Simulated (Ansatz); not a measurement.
Consider the redistribution: `C[SiH2]B(F)F` + `C=CBCl` → `C=CB(F)F` + `C[SiH2]BCl`.

Program: Ansatz. Geometries: PBE0-D4/def2-TZVP. ΔE: electronic, gas phase. CBS: MP2 limit from def2 TZ/QZ plus the TZ coupled-cluster correction, frozen cores. One conformer a species, not always the lowest.

```tsv
species	CCSD(T)/CBS(def2) energy (Eh)
`C[SiH2]B(F)F`	-554.64086
`C=CBCl`	-563.09944
`C=CB(F)F`	-302.40039
`C[SiH2]BCl`	-815.33859
```

(1) Work out ΔE.

Largest T1 diagnostic among the species: 0.013.

Answers

(1) ΔE = (-302.40039) + (-815.33859) − (-554.64086) − (-563.09944) = 0.00132 Eh = +3.5 kJ/mol.
